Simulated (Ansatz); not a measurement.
A short molecular-dynamics run on FGaH2Se, SMILES `[F][GaH][SeH]`.

```yaml
crystal:
  periodic: [false, false, false]
  atoms:
    - {symbol: F, position_ang: [-2.202393, -0.060518, -0.216473]}
    - {symbol: Ga, position_ang: [-0.495328, -0.397775, 0.003928]}
    - {symbol: Se, position_ang: [0.793379, 1.506781, -0.177017]}
    - {symbol: H, position_ang: [-0.069046, -1.862180, 0.280612]}
    - {symbol: H, position_ang: [2.023188, 0.740093, 0.067649]}
basis:
  gaussian: {orbitals: def2-SVP}
hamiltonian: {xc: {name: BLYP}, dispersion: d4}
md: {timestep: 2 fs, n_steps: 20, ensemble: nvt_nose_hoover, temperature: 700, initial_velocities: maxwell_boltzmann, seed: 312}
```

```sh
$ ansatz run in.yaml --threads 2 --pin off --events-out ev --progress --plain --max-ram 31744MiB --backend cpu
```

```json
{"step": "0", "time (fs)": "0.0", "potential energy (eV)": "-120464.9479", "kinetic (eV)": "0.2714", "T (K)": "700", "conserved (eV)": "-120464.6765"}
{"step": "1", "time (fs)": "2.0", "potential energy (eV)": "-120464.8714", "kinetic (eV)": "0.2087", "T (K)": "538", "conserved (eV)": "-120464.6628"}
{"step": "2", "time (fs)": "4.0", "potential energy (eV)": "-120464.8502", "kinetic (eV)": "0.1827", "T (K)": "471", "conserved (eV)": "-120464.6676"}
{"step": "3", "time (fs)": "6.0", "potential energy (eV)": "-120464.8433", "kinetic (eV)": "0.1719", "T (K)": "443", "conserved (eV)": "-120464.6716"}
{"step": "4", "time (fs)": "8.0", "potential energy (eV)": "-120464.7858", "kinetic (eV)": "0.1211", "T (K)": "312", "conserved (eV)": "-120464.6649"}
{"step": "5", "time (fs)": "10.0", "potential energy (eV)": "-120464.7620", "kinetic (eV)": "0.0982", "T (K)": "253", "conserved (eV)": "-120464.6641"}
{"step": "6", "time (fs)": "12.0", "potential energy (eV)": "-120464.7885", "kinetic (eV)": "0.1205", "T (K)": "311", "conserved (eV)": "-120464.6686"}
{"step": "7", "time (fs)": "14.0", "potential energy (eV)": "-120464.7993", "kinetic (eV)": "0.1282", "T (K)": "331", "conserved (eV)": "-120464.6719"}
{"step": "8", "time (fs)": "16.0", "potential energy (eV)": "-120464.7681", "kinetic (eV)": "0.1076", "T (K)": "277", "conserved (eV)": "-120464.6617"}
{"step": "9", "time (fs)": "18.0", "potential energy (eV)": "-120464.8190", "kinetic (eV)": "0.1512", "T (K)": "390", "conserved (eV)": "-120464.6693"}
{"step": "10", "time (fs)": "20.0", "potential energy (eV)": "-120464.8607", "kinetic (eV)": "0.1883", "T (K)": "486", "conserved (eV)": "-120464.6745"}
{"step": "11", "time (fs)": "22.0", "potential energy (eV)": "-120464.8096", "kinetic (eV)": "0.1474", "T (K)": "380", "conserved (eV)": "-120464.6649"}
{"step": "12", "time (fs)": "24.0", "potential energy (eV)": "-120464.7897", "kinetic (eV)": "0.1309", "T (K)": "338", "conserved (eV)": "-120464.6621"}
{"step": "13", "time (fs)": "26.0", "potential energy (eV)": "-120464.8442", "kinetic (eV)": "0.1787", "T (K)": "461", "conserved (eV)": "-120464.6695"}
{"step": "14", "time (fs)": "28.0", "potential energy (eV)": "-120464.8637", "kinetic (eV)": "0.1925", "T (K)": "496", "conserved (eV)": "-120464.6761"}
{"step": "15", "time (fs)": "30.0", "potential energy (eV)": "-120464.7794", "kinetic (eV)": "0.1243", "T (K)": "320", "conserved (eV)": "-120464.6608"}
{"step": "16", "time (fs)": "32.0", "potential energy (eV)": "-120464.7852", "kinetic (eV)": "0.1270", "T (K)": "327", "conserved (eV)": "-120464.6646"}
{"step": "17", "time (fs)": "34.0", "potential energy (eV)": "-120464.8418", "kinetic (eV)": "0.1740", "T (K)": "449", "conserved (eV)": "-120464.6751"}
{"step": "18", "time (fs)": "36.0", "potential energy (eV)": "-120464.8006", "kinetic (eV)": "0.1423", "T (K)": "367", "conserved (eV)": "-120464.6666"}
{"step": "19", "time (fs)": "38.0", "potential energy (eV)": "-120464.7636", "kinetic (eV)": "0.1116", "T (K)": "288", "conserved (eV)": "-120464.6612"}
{"step": "20", "time (fs)": "40.0", "potential energy (eV)": "-120464.8115", "kinetic (eV)": "0.1553", "T (K)": "400", "conserved (eV)": "-120464.6663"}
```

Velocities are drawn at the set temperature; a run this short doesn't reach equilibrium.

Frames (Å, forces in eV/Å):

```xyz
5
time=0.0 fs
F    -2.202   -0.061   -0.216   -0.637    0.094   -0.077
Ga   -0.495   -0.398    0.004    0.275   -0.273    0.070
Se    0.793    1.507   -0.177   -0.067    0.652   -0.111
H    -0.069   -1.862    0.281    0.053   -0.249    0.045
H     2.023    0.740    0.068    0.375   -0.225    0.073
5
time=2.0 fs
F    -2.193   -0.072   -0.214   -1.094    0.183   -0.121
Ga   -0.498   -0.392    0.004    0.742   -0.963    0.141
Se    0.794    1.505   -0.177   -1.038    1.308   -0.320
H    -0.074   -1.913    0.234   -0.066    0.338   -0.012
H     1.945    0.723    0.097    1.457   -0.867    0.312
5
time=4.0 fs
F    -2.185   -0.084   -0.212   -1.505    0.263   -0.159
Ga   -0.500   -0.386    0.004    1.113   -1.437    0.149
Se    0.795    1.504   -0.178   -0.570    1.041   -0.216
H    -0.082   -1.950    0.187   -0.122    0.709   -0.009
H     1.923    0.673    0.138    1.084   -0.576    0.235
5
time=6.0 fs
F    -2.181   -0.094   -0.210   -1.815    0.329   -0.184
Ga   -0.502   -0.382    0.004    1.338   -1.609    0.105
Se    0.795    1.504   -0.179    0.627    0.176    0.150
H    -0.094   -1.960    0.139   -0.103    0.784    0.039
H     1.943    0.600    0.189   -0.047    0.319   -0.109
5
time=8.0 fs
F    -2.180   -0.104   -0.209   -1.978    0.376   -0.191
Ga   -0.503   -0.378    0.005    1.371   -1.454    0.024
Se    0.796    1.503   -0.179    1.346   -0.396    0.432
H    -0.110   -1.941    0.093   -0.010    0.555    0.106
H     1.961    0.540    0.235   -0.728    0.919   -0.372
5
time=10.0 fs
F    -2.183   -0.114   -0.208   -1.970    0.397   -0.175
Ga   -0.503   -0.375    0.005    1.182   -0.988   -0.073
Se    0.797    1.503   -0.180    1.472   -0.516    0.533
H    -0.126   -1.900    0.051    0.146    0.044    0.170
H     1.950    0.515    0.267   -0.831    1.063   -0.455
5
time=12.0 fs
F    -2.190   -0.122   -0.207   -1.790    0.387   -0.140
Ga   -0.503   -0.372    0.005    0.811   -0.385   -0.165
Se    0.799    1.502   -0.180    1.075   -0.194    0.428
H    -0.137   -1.857    0.015    0.319   -0.568    0.208
H     1.908    0.531    0.281   -0.414    0.760   -0.331
5
time=14.0 fs
F    -2.201   -0.130   -0.207   -1.465    0.344   -0.089
Ga   -0.502   -0.370    0.005    0.388   -0.062   -0.241
Se    0.802    1.501   -0.180    0.137    0.614    0.062
H    -0.136   -1.836   -0.012    0.400   -0.867    0.219
H     1.850    0.575    0.283    0.540   -0.029    0.049
5
time=16.0 fs
F    -2.215   -0.137   -0.206   -1.040    0.276   -0.032
Ga   -0.501   -0.368    0.005    0.050   -0.303   -0.309
Se    0.805    1.500   -0.180   -0.830    1.463   -0.370
H    -0.120   -1.848   -0.032    0.314   -0.579    0.224
H     1.813    0.619    0.287    1.506   -0.857    0.488
5
time=18.0 fs
F    -2.231   -0.144   -0.206   -0.573    0.203    0.022
Ga   -0.500   -0.366    0.005   -0.191   -0.855   -0.366
Se    0.807    1.500   -0.180   -0.571    1.271   -0.268
H    -0.091   -1.882   -0.042    0.122    0.019    0.233
H     1.833    0.630    0.309    1.213   -0.637    0.379
5
time=20.0 fs
F    -2.249   -0.150   -0.206   -0.112    0.137    0.070
Ga   -0.499   -0.364    0.005   -0.402   -1.316   -0.400
Se    0.809    1.501   -0.180    0.521    0.435    0.232
H    -0.058   -1.916   -0.044   -0.065    0.516    0.237
H     1.900    0.617    0.346    0.058    0.229   -0.139
5
time=22.0 fs
F    -2.266   -0.156   -0.206    0.313    0.083    0.110
Ga   -0.498   -0.364    0.004   -0.631   -1.505   -0.407
Se    0.811    1.502   -0.180    1.267   -0.069    0.574
H    -0.027   -1.930   -0.037   -0.184    0.736    0.227
H     1.969    0.612    0.378   -0.764    0.755   -0.503
5
time=24.0 fs
F    -2.283   -0.162   -0.205    0.685    0.043    0.140
Ga   -0.497   -0.364    0.004   -0.891   -1.393   -0.395
Se    0.814    1.503   -0.180    1.438   -0.127    0.645
H    -0.003   -1.916   -0.021   -0.214    0.656    0.206
H     2.009    0.636    0.391   -1.018    0.820   -0.596
5
time=26.0 fs
F    -2.298   -0.167   -0.204    0.997    0.014    0.159
Ga   -0.497   -0.364    0.003   -1.182   -0.984   -0.371
Se    0.817    1.504   -0.179    1.044    0.189    0.454
H     0.013   -1.877    0.003   -0.144    0.286    0.185
H     2.011    0.692    0.380   -0.715    0.495   -0.427
5
time=28.0 fs
F    -2.312   -0.173   -0.203    1.247   -0.005    0.168
Ga   -0.498   -0.366    0.001   -1.485   -0.361   -0.346
Se    0.821    1.505   -0.178   -0.001    0.873   -0.028
H     0.023   -1.826    0.034    0.012   -0.294    0.175
H     1.984    0.767    0.354    0.227   -0.213    0.031
5
time=30.0 fs
F    -2.323   -0.179   -0.202    1.428   -0.018    0.166
Ga   -0.499   -0.367    0.000   -1.703    0.178   -0.322
Se    0.825    1.506   -0.178   -1.220    1.569   -0.569
H     0.034   -1.787    0.072    0.157   -0.788    0.182
H     1.967    0.834    0.328    1.337   -0.942    0.543
5
time=32.0 fs
F    -2.331   -0.184   -0.200    1.535   -0.025    0.154
Ga   -0.502   -0.369   -0.002   -1.684    0.230   -0.268
Se    0.829    1.508   -0.177   -1.101    1.441   -0.514
H     0.051   -1.778    0.117    0.135   -0.798    0.172
H     2.000    0.865    0.323    1.115   -0.848    0.455
5
time=34.0 fs
F    -2.336   -0.190   -0.198    1.565   -0.028    0.135
Ga   -0.505   -0.370   -0.003   -1.423   -0.199   -0.149
Se    0.832    1.511   -0.177    0.096    0.753   -0.023
H     0.073   -1.799    0.168   -0.069   -0.326    0.104
H     2.077    0.863    0.336   -0.169   -0.200   -0.067
5
time=36.0 fs
F    -2.338   -0.196   -0.195    1.525   -0.025    0.109
Ga   -0.509   -0.371   -0.005   -1.080   -0.700    0.013
Se    0.835    1.514   -0.177    0.941    0.264    0.302
H     0.092   -1.833    0.224   -0.302    0.230   -0.009
H     2.147    0.854    0.346   -1.085    0.232   -0.415
5
time=38.0 fs
F    -2.337   -0.202   -0.193    1.419   -0.014    0.079
Ga   -0.514   -0.373   -0.007   -0.770   -0.985    0.168
Se    0.838    1.517   -0.177    1.124    0.082    0.360
H     0.100   -1.858    0.280   -0.442    0.583   -0.119
H     2.176    0.854    0.340   -1.331    0.334   -0.488
5
time=40.0 fs
F    -2.333   -0.208   -0.190    1.249    0.009    0.042
Ga   -0.519   -0.375   -0.009   -0.521   -0.985    0.283
Se    0.842    1.521   -0.176    0.675    0.179    0.186
H     0.091   -1.861    0.331   -0.457    0.661   -0.188
H     2.153    0.866    0.316   -0.945    0.136   -0.323
```

Hardware: 2 threads of a server CPU on a shared host. Wall time 18 s, peak host memory 0.16 GiB.
